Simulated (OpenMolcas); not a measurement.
## Computed transition rates of Ti

```json
{"Program": "OpenMolcas 26.06", "Method": "SS-CASPT2, IPEA 0.25 Eh, imaginary shift 0.1 Eh (closed shells correlated: 3s 3p 4s)", "Basis": "ANO-R3 [7s5p5d3f2g1h]", "Scalar Hamiltonian": "X2C, finite nucleus", "Active space": "2 electrons in 5 orbitals (3d)", "State averaging": "2S+1 = 3 even, 10 roots; 2S+1 = 1 even, 15 roots", "Spin-orbit coupling": "RASSI with atomic mean-field integrals over the reference wave functions, term energies averaged over their components"}
```

Rates come from the transition moments of the reference wave functions (E1 and E2 in the length form). At fixed line strength A goes as λ^-3 for E1 and M1 and as λ^-5 for E2, so a rate at the computed wavelength can be rescaled to the measured one. Measured vacuum wavelengths follow from level energies in NIST Handbook of Basic Atomic Spectroscopic Data. Branching counts decays inside the model space alone, at computed energies, and the table is only a selection of the E2 and M1 lines, drawn from those between levels with measured partners whose computed energy lies within a factor of 1.5 of the measured one.

```
      Upper        Lower  Type  λ computed (nm)  λ measured (nm)  A computed (s-1)  A rescaled (s-1)  Branching %
3d2 4s2 3P0  3d2 4s2 3F2    E2             1012             1185          3.91e-02          1.78e-02        100.0
3d2 4s2 3P2  3d2 4s2 3F4    E2             1036             1217          2.67e-02          1.19e-02         66.5
3d2 4s2 3P1  3d2 4s2 3F3    E2             1024             1202          2.45e-02          1.10e-02         61.0
3d2 4s2 3P1  3d2 4s2 3F2    E2             1005             1178          1.34e-02          6.06e-03         33.4
3d2 4s2 3P2  3d2 4s2 3F3    E2             1011             1186          7.82e-03          3.52e-03         19.5
3d2 4s2 1D2  3d2 4s2 3F3    M1             1657             1411          6.59e-03                           64.6
3d2 4s2 1G4  3d2 4s2 3F4    M1              836            852.4          5.42e-03                           55.5
3d2 4s2 1D2  3d2 4s2 3F2    M1             1608             1378          3.60e-03                           35.3
3d2 4s2 1G4  3d2 4s2 3F3    M1            819.9            836.9          3.45e-03                           35.3
3d2 4s2 3P2  3d2 4s2 3F2    E2            992.8             1162          1.22e-03          5.55e-04          3.0
3d2 4s2 1G4  3d2 4s2 1D2    E2             1623             2056          8.67e-04          2.66e-04          8.9
3d2 4s2 3F4  3d2 4s2 3F3    M1            42660            46140          2.62e-04          2.07e-04        100.0
3d2 4s2 3F3  3d2 4s2 3F2    M1            55010            58780          1.55e-04          1.27e-04        100.0
```

Spin-changing lines and M1 lines between different terms are not rescaled, since their strength hangs on the term gaps too.

The largest correction is for 3d2 4s2 1G4 → 3d2 4s2 1D2 (E2): 8.67e-04 × (1623 / 2056)^5 = 2.66e-04 s-1, a factor of 0.31.

The computed rate and branching of 3d2 4s2 3F3 → 3d2 4s2 3F2 give the upper level a radiative lifetime of 1.000 / 1.55e-04 s-1 = 6.45e+03 s, counting decays inside the model space alone. The rescaled rate gives about 7.9e+03 s.

No measured rate stands beside these. Rescaling mends the energy factor alone: line strengths can still be far off where a level mixes with configurations outside the active space, and weak or spin-changing lines hang on small mixing coefficients that depend on the term gaps too, so rescaling need not improve them.

CASPT2 breaks the degeneracy within a term, and the mean is taken; among the terms shown or strongly mixed into the levels shown the widest spread is 890 cm-1 (3d2 4s2 1G). With the s shell closed, the reference lacks s² → p², s² → d² and s → d mixing, so excited terms can stand far too high and out of order, with CASPT2 too. Some terms miss by over 15 % even with CASPT2, which points to a basis or an active space too small for the shells correlated. Computed and measured levels are paired by configuration, term and J; levels that our copy of the source lacks, or whose pairing is in doubt (as where it misses far off the trend of its configuration), stay unpaired. Only configurations of the active space appear.
